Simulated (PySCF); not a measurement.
From one molecule to another.

First species: C₅H₁₆N₂Si₂.
SMILES: `N[Si@@H](C[SiH3])N1CCCC1`

Second species: C7H8O2P2.
Z-matrix (Å and degrees, GFN2-xTB geometry), rows numbered from 1:
```
C 
O   1  1.4204
C   2  1.3387  1  116.12
O   3  1.2037  2  123.61  1     0.19
C   3  1.5002  2  110.90  1  -178.26
C   5  1.3868  3  114.65  2    56.50
P   6  1.7325  5  128.91  3   177.51
C   7  1.7282  6  102.17  5     0.54
P   8  1.7259  7  131.78  6     0.60
C   5  1.3909  3  117.94  2  -124.75
C  10  1.5031  5  119.45  3     2.54
H   1  1.0920  2  110.32  3   -65.09
H   1  1.0867  2  106.19  3   175.07
H   1  1.0917  2  110.26  3    54.99
H   6  1.0838  5  116.43  3    -1.99
H   8  1.0869  7  114.43  6   179.93
H  11  1.0893 10  110.43  5   -61.93
H  11  1.0889 10  110.45  5   177.56
H  11  1.0903 10  110.79  5    57.10
```

Levels: PBE0/pcSseg-1 for HOMO energy, LUMO energy and HOMO–LUMO gap. Geometries: GFN2-xTB. Each structure is a single optimised conformer of the isolated species, non-relativistic unless stated. Electronic properties by PySCF.

The conformers computed, where there is a choice (atom-mapped SMILES and torsion angles):
- `[CH3:1][O:2][C:3](=[O:4])[c:5]1[cH:6][p:7][cH:8][p:9][c:10]1[CH3:11]`: C1–O2–C3–O4 0°, O2–C3–C5–C6 57°

The conformers of `N[Si@@H](C[SiH3])N1CCCC1` aren't listed.

Values for the first species:

| Item | Value |
| --- | --- |
| HOMO energy | -6.40 eV |
| LUMO energy | 0.87 eV |
| HOMO–LUMO gap | 7.27 eV |

(1) Estimate the same properties for the second species, and the change in each.

## Answers

(1) 
```
     property     first    second  second less first
  HOMO energy  -6.40 eV  -7.23 eV           -0.83 eV
  LUMO energy   0.87 eV  -2.10 eV           -2.97 eV
HOMO–LUMO gap   7.27 eV   5.13 eV           -2.14 eV
```

